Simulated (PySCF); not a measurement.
Compound: C3H10OPSi (doublet state).
Atom-mapped SMILES: `[CH3:1][CH:2]([CH3:3])[O:4][SiH2:5][PH:6]` (hydrogens: H7, H8, H9 on C1; H10 on C2; H11, H12, H13 on C3; H14, H15 on Si5; H16 on P6)

Structure used (GFN2-xTB), in Å, numbered top down from 1:
```xyz
16
C3H10OPSi angstrom
C     -1.1543   -0.7240    1.0239
C     -0.5588    0.3933    0.1737
C     -1.6439    1.2596   -0.4567
O      0.2233   -0.1441   -0.8621
Si     1.7185   -0.7504   -0.8099
P      2.9611    0.4804    0.5803
H     -1.7878   -0.3075    1.8021
H     -1.7465   -1.3859    0.3963
H     -0.3585   -1.3026    1.4869
H      0.0874    1.0206    0.8093
H     -2.2834    0.6446   -1.0854
H     -1.1900    2.0306   -1.0739
H     -2.2458    1.7307    0.3154
H      1.7259   -2.1446   -0.3399
H      2.0921   -0.6487   -2.2152
H      4.1532   -0.1432    0.2441
```

The hyperfine couplings belong to this conformer and change with its torsions.

Method used: PySCF 2.14.0, UKS B3LYP, pcH-1 on C H O P Si, non-relativistic, mean-field spin-orbit, GIAO. Geometry: GFN2-xTB, one conformer, isolated molecule. The geometry wasn't refined by DFT: couplings that depend on bond lengths, twists or pyramidal angles can differ widely from those at the functional's own minimum, by a factor of two or more for some ions and for spin on atoms past the first row. No stability test was run, so a lower SCF solution isn't excluded.

Problem. What are g_iso and the isotropic 31P coupling of P6?

Solution. g_iso = 2.01183 and a = +118.60 MHz, or +4.212 mT (Mulliken spin population +1.01).

Problem. For one electron spin and this one nucleus (I = 1/2, g_N = 2.2632), compare first-order, second-order and exact resonance fields at 9.339 GHz.

Solution. First order: B = B0 − a·mI with B0 = 331.663 mT. Second order subtracts a²[I(I+1) − mI²]/(2B0). The exact fields come from the Breit–Rabi levels of H = g μB B Sz − g_N μN B Iz + a S·I.

```
  mI  first order (mT)  second order (mT)  exact (mT)  exact − first order
−1/2           333.769            333.756     333.756               -0.013
+1/2           329.557            329.544     329.544               -0.013
```

Problem. Someone takes the midpoint and the distance of the outer exact lines at face value. What g and a result?

Solution. Their midpoint, 331.650 mT, gives an apparent g of 2.01191 (true 2.01183), and their distance over 2I an apparent |a| of 4.212 mT (true 4.212).

Problem. Give the zero-field levels of this pair of spins.

Solution. F = I ± 1/2 = 1 and 0, at a·I/2 = +29.6 MHz and −a(I+1)/2 = -88.9 MHz, that is |a|(I + 1/2) = 118.6 MHz apart; F = 0 lies lower.

Other couplings of abundant isotopes, left aside here: 2 × 1H 47 MHz, 1 × 1H 35 MHz.

Class means assume fast exchange of nuclei equivalent by connectivity; if that motion is slow, each nucleus keeps its own coupling.
